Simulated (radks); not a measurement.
Results of a calculation; reference values are marked as such.
Valence configurations of Hf+ (all share [Xe]). Code: a radial shooting solver on a logarithmic mesh with Libxc functionals. Model: scalar-relativistic Kohn-Sham, BLYP, spin-unpolarised, spherical densities, finite nucleus; Fermi nuclear charge, rms radius 5.347 fm. Energies are relative to 4f14 5d1 6s2; eigenvalues in eV.

| valence | E (eV) | e(4f) | e(5d) | e(6p) | e(6s) |
|---|---|---|---|---|---|
| 4f14 5d1 6s2 | 0.000 | -25.897 | -10.568 | - | -11.764 |
| 4f14 5d1 6s1 6p1 | 5.040 | -27.374 | -11.753 | -7.468 | -12.611 |
| 4f14 5d1.5 6s1.5 | 0.682 | -24.687 | -9.824 | - | -11.357 |
| 4f13 5d2 6s2 | 18.703 | -34.146 | -12.074 | - | -12.280 |
| 4f14 5d3 | 3.618 | -21.623 | -7.960 | - | - |
| 4f14 5d2 6s1 | 1.524 | -23.569 | -9.139 | - | -10.975 |
| 4f14 6s2 6p1 | 4.576 | -30.070 | - | -7.973 | -13.470 |
| 4f13 5d1 6s2 6p1 | 24.612 | -38.480 | -15.073 | -8.234 | -14.014 |
| 4f14 5d1.5 6s0.5 6p1 | 5.557 | -26.140 | -10.995 | -7.231 | -12.207 |
| 4f12 5d3 6s2 | 44.447 | -42.920 | -13.530 | - | -12.701 |

NIST lists [Xe] 4f14 5d1 6s2 as the ground configuration; this level of theory agrees among the configurations tried. The energies are those of spherical spin-averaged densities, not of single terms.
